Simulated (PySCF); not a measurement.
A GIAO shielding run with PySCF (density fitting, non-relativistic, gas phase) on SMILES C(=C)[SiH2][C@@H]1S[C@@H]1C(F)F, C5H8F2SSi:

```
$ OMP_NUM_THREADS=1 python probes_run.py task.json out

{"job": {"kind": "nmr", "xc": "PBE0", "basis": "pcSseg-1"}, "charge": 0, "multiplicity": 1}
C     -3.151276    -0.406625    -0.246262
C     -1.840910    -0.478503    -0.066866
Si    -0.583411     0.519932    -1.043092
C      0.584090     1.338432     0.219787
S      2.177506     1.939210    -0.408723
C      1.777202     0.679327     0.806264
C      2.115647    -0.741738     0.439677
F      3.233374    -1.148432     1.080770
F      1.128497    -1.586883     0.845673
H     -3.589230     0.262228    -0.969149
H     -3.847337    -1.008221     0.317965
H     -1.460497    -1.174363     0.671878
H      0.204302    -0.326999    -1.942686
H     -1.187935     1.628577    -1.782412
H      0.118331     2.069026     0.875527
H      2.050809     0.918617     1.830541
H      2.263842    -0.891718    -0.638802
```

Hardware: 1 thread of an Arm Neoverse N1, shared host. The job also computes population analyses, field gradients, ring-centre shieldings.

**Question.** How large is the calculation?

**Answer.** 86 electrons, 207 basis functions and 1119 auxiliary functions.

**Question.** How long does it take, and how much memory does it need?

**Answer.** 85 s of wall time, with 14 SCF cycles and 5 response iterations; peak memory 0.95 GiB. Times on a shared host scatter by some tens of per cent.
